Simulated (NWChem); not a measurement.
# YCl$_{3}$ cation, doublet; SMILES of the neutral closed-shell parent [Cl][Y]([Cl])[Cl]

```xyz
4

Y     -0.5905     0.3429     0.0000
Cl     0.3399    -1.5571     1.3608
Cl     0.3399    -1.5571    -1.3608
Cl     0.6750     2.3276     0.0000
```
Atoms are numbered in this order, from 1.

All runs: NWChem. Spin-unrestricted. Coordinates come from a PBE0/def2-SVP, spin-unrestricted optimisation. This spin state was assumed; another may lie lower. No stability test was run on the SCF state. def2 effective core potentials on Y; no spin-orbit coupling.

For level B3LYP/def2-SVP (core potentials):

```yaml
highest occupied level (eV): -13.66
lowest empty minus highest occupied level, either spin (eV): 2.68
```

**Question.** Estimate the same quantities for level B3LYP/STO-3G (all-electron, non-relativistic).

**Answer.** 
* **highest occupied level (eV)**: -12.28
* **lowest empty minus highest occupied level, either spin (eV)**: 2.55
